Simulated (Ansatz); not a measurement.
This geometry of CH3BF2S (8 atoms, charge 0, multiplicity 1) is a first-order saddle point.

These are results of Ansatz 0.2.0, RKS B3LYP/def2-SVP, not measurements.

```xyz
8
Properties=species:S:1:pos:R:3
C -0.422 0.303 1.104
S 0.217 -1.231 0.294
B 0.564 -0.488 -1.359
F 1.735 0.049 -1.650
F -0.344 -0.465 -2.318
H 0.346 1.088 1.137
H -0.677 0.013 2.132
H -1.328 0.673 0.604
```

Which two structures does it join? (They come from a converged band through this point; their orientation in space is the band's.)

No bond is made or broken. The dihedral C1–S2–B3–F5 goes from 0 to -180°. The two ends are copies of one structure, up to a mirror image or an exchange of like atoms.

Initial state:

```xyz
8
Properties=species:S:1:pos:R:3
C -0.810 0.137 0.932
S 0.742 -0.776 0.571
B 1.080 -0.244 -1.118
F 2.150 -0.702 -1.747
F 0.288 0.600 -1.765
H -0.651 1.221 0.866
H -1.094 -0.127 1.959
H -1.612 -0.165 0.246
```

Final state:

```xyz
8
Properties=species:S:1:pos:R:3
C -0.808 0.140 0.933
S 0.734 -0.788 0.565
B 1.076 -0.250 -1.120
F 0.295 0.610 -1.760
F 2.139 -0.718 -1.753
H -0.639 1.223 0.868
H -1.090 -0.121 1.961
H -1.615 -0.154 0.250
```

How far does it lie above each of them?

0.49 eV above the first and 0.49 eV above the second. This is the barrier of this one path; another mechanism may lie lower.

Run time: 5.5 min on 1 thread of Arm Neoverse V2 (shared host), peak memory 0.27 GiB.
